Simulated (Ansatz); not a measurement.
Wavefunction ladder for CH$_{5}$FNOTa (`[CH3][Ta]([NH2])(=[O])[F]`)

| atom | x (Å) | y (Å) | z (Å) |
| --- | --- | --- | --- |
| C1 | 0.490 | 0.650 | -1.348 |
| Ta2 | -0.654 | -0.513 | 0.067 |
| N3 | 0.165 | -0.224 | 1.832 |
| O4 | -0.341 | -2.147 | -0.349 |
| F5 | -2.473 | -0.023 | -0.097 |
| H6 | 0.085 | 0.497 | -2.355 |
| H7 | 1.539 | 0.342 | -1.365 |
| H8 | 0.449 | 1.721 | -1.122 |
| H9 | 0.685 | -0.917 | 2.349 |
| H10 | 0.055 | 0.615 | 2.386 |

Total charge 0; spin multiplicity 1. Correlated methods include outer-core shells of Ta, which these sets cover unevenly. Ta takes the def2 core potential. Geometry: relaxed with PBE0-D4/def2-TZVP. It is one conformer, not always the lowest. Frozen core, restricted reference, the Gaussian-basis code of Ansatz.

| basis | HF (Eh) | MP2 corr. | CCSD corr. | (T) | CCSD(T) total |
| --- | --- | --- | --- | --- | --- |
| def2-SVP | -325.85916 | -1.00320 | ? | ? | ? |
| def2-TZVPP | ? | -1.30406 | -1.29176 | ? | ? |
| def2-QZVPP | -326.23589 | -1.42387 | – | – | – |

(1) Fill in the withheld values. (Estimate.)

Results:

(1) The calculation gave: def2-SVP CCSD corr.: -1.00150; def2-SVP (T): -0.03719; def2-SVP CCSD(T) total: -326.89785; def2-TZVPP HF (Eh): -326.22241; def2-TZVPP (T): -0.05945; def2-TZVPP CCSD(T) total: -327.57362.
